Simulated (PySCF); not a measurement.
## Electronic structure of Cr¹⁹⁺ (chromium, charge +19) at the UHF level

Configuration: [He] 2s2 2p1, 2P determinant. Computed with PySCF 2.14 in an even-tempered Gaussian basis (20 s from 3.4 bohr⁻², ratio 2.2; 11 p from 4.4 bohr⁻², ratio 2.2; 6 d from 20 bohr⁻², ratio 2.4; 5 f from 29 bohr⁻², ratio 2.4; 5 g from 44 bohr⁻², ratio 2.4), with the spin-free X2C one-electron Hamiltonian (Gaussian nucleus).

```json
{
  "Total energy": "-743.206012 hartree",
  "One-electron energy": "-796.4086 hartree",
  "Hartree (Coulomb) energy": "75.6603 hartree",
  "Exchange energy": "-22.4578 hartree",
  "⟨S²⟩": "0.7502",
  "⟨L²⟩": "2.000",
  "Sum of ⟨r⟩": "0.8908 bohr",
  "Sum of ⟨r²⟩": "0.2422 bohr²",
  "Traceless quadrupole moment −½Σ⟨3z² − r²⟩ along its main axis": "-0.0255 e·bohr²"
}
```

```tsv
shell	electrons	mean orbital energy (hartree)	rms radius, mean of both spins (bohr)
1s α	1	-261.17088	0.0727
1s β	1	-260.84003	0.0727
2s α	1	-56.93667	0.290
2s β	1	-56.25313	0.290
2p α	1	-54.80273	0.252
```

Densities and radii are taken from the X2C orbitals without a picture-change correction, which distorts them close to the nucleus.

Spin-orbit constants ζ (cm⁻¹) from the X2C one-electron operator on these orbitals: bare nucleus, nucleus screened by l(l+1)(2l+1)/3 electrons, and screened by the Breit-Pauli mean field of the electrons.

| shell | bare | screened nucleus | mean field |
| --- | --- | --- | --- |
| 2p | 62700 | 57470 | 55940 |

To first order the Landé constant is A = 55940 cm⁻¹, so the lowest level has J = 1/2 and lies 6.94 eV below the centre of the term.
